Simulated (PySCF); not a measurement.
From one molecule to another.

First species: C6H9BS.
Bonds: C1–B2, B2–C3, B2–C4, C4–C5 (aromatic), C5–C6 (aromatic), C6–C7 (aromatic), C7–S8 (aromatic), C4–S8 (aromatic). Hydrogens: H9, H10, H11 on C1; H12, H13, H14 on C3; H15 on C5; H16 on C6; H17 on C7.

Second species: C3H9GeNSi.
Cartesian coordinates in Å at the PBE0-D3(BJ)/def2-SVP level; atoms count from 1:
```
atom  x, y, z in Å
C1     1.989    1.004   -0.365
Si2    1.229   -0.697   -0.569
C3    -0.336   -0.913    0.472
Ge4   -1.890    0.108   -0.092
C5    -1.480    1.988    0.106
N6    -1.200    3.107    0.227
H7     2.901    1.087   -0.976
H8     1.297    1.803   -0.670
H9     2.266    1.182    0.685
H10    0.873   -0.947   -2.003
H11    2.208   -1.750   -0.152
H12   -0.125   -0.661    1.525
H13   -0.630   -1.976    0.450
H14   -2.219   -0.092   -1.578
H15   -3.127   -0.142    0.783
```

Levels: wB97X-D/def2-SVPD for dipole moment, HOMO energy, LUMO energy, HOMO–LUMO gap, static isotropic polarisability and electronic spatial extent ⟨r²⟩ about the centre of nuclear charge; TDDFT wB97X-D/def2-SVPD for lowest singlet excitation; TDA wB97X-D/def2-SVPD for lowest triplet excitation (Tamm–Dancoff); ΔSCF wB97X-D/def2-SVPD for vertical ionisation energy; PBE0-D3(BJ)/def2-SVP for rotational constant A and rotational constant C. Geometries: PBE0-D3(BJ)/def2-SVP. Each species is one conformer at its optimised geometry, gas phase, non-relativistic unless stated. Electronic properties by PySCF.

Dipoles, sizes and rotational constants follow the conformer. The torsions of the flexible species, by atom-mapped SMILES:
- `[CH3:1][B:2]([CH3:3])[c:4]1[cH:5][cH:6][cH:7][s:8]1`: C1–B2–C4–C5 179°
- `[CH3:1][SiH2:2][CH2:3][GeH2:4][C:5]#[N:6]`: C1–Si2–C3–Ge4 70°, Si2–C3–Ge4–C5 -64°

```tsv
property	column X	column Y
dipole moment	3.62 D	0.90 D
HOMO energy	-10.71 eV	-8.84 eV
LUMO energy	1.28 eV	0.18 eV
HOMO–LUMO gap	11.99 eV	9.02 eV
lowest singlet excitation	7.18 eV	5.01 eV
lowest triplet excitation (Tamm–Dancoff)	6.00 eV	3.41 eV
static isotropic polarisability	94.6 au	103.3 au
vertical ionisation energy	10.89 eV	8.88 eV
electronic spatial extent ⟨r²⟩ about the centre of nuclear charge	1292 bohr²	1260 bohr²
rotational constant A	2.351 GHz	3.190 GHz
rotational constant C	0.881 GHz	0.931 GHz
```

Q: Which column belongs to which species?

A: Column X is the second species and column Y the first. The first has 17 atoms and 66 electrons, the second 15 and 80.

Q: How does each property change from the first species to the second?

A: dipole moment +2.72 D; HOMO energy -1.87 eV; LUMO energy +1.10 eV; HOMO–LUMO gap +2.97 eV; lowest singlet excitation +2.17 eV; lowest triplet excitation (Tamm–Dancoff) +2.59 eV; static isotropic polarisability -8.7 au; vertical ionisation energy +2.01 eV; electronic spatial extent ⟨r²⟩ about the centre of nuclear charge +32 bohr²; rotational constant A -0.839 GHz; rotational constant C -0.050 GHz.

On the first: The 10 singlets span 5.01 to 7.23 eV, and their oscillator strengths add up to 0.37. The vertical singlet–triplet gap S1 − T1 is 1.60 eV (TDDFT singlet less Tamm–Dancoff triplet; S1: HOMO→LUMO, weight 0.83; T1: HOMO→LUMO, weight 0.89).

On the second: The dipole equals about 12.1 × 10⁻³⁰ C·m (1 D = 3.33564 × 10⁻³⁰ C·m). Relativistic effects, spin–orbit coupling among them, are left out although an element past zinc is present.
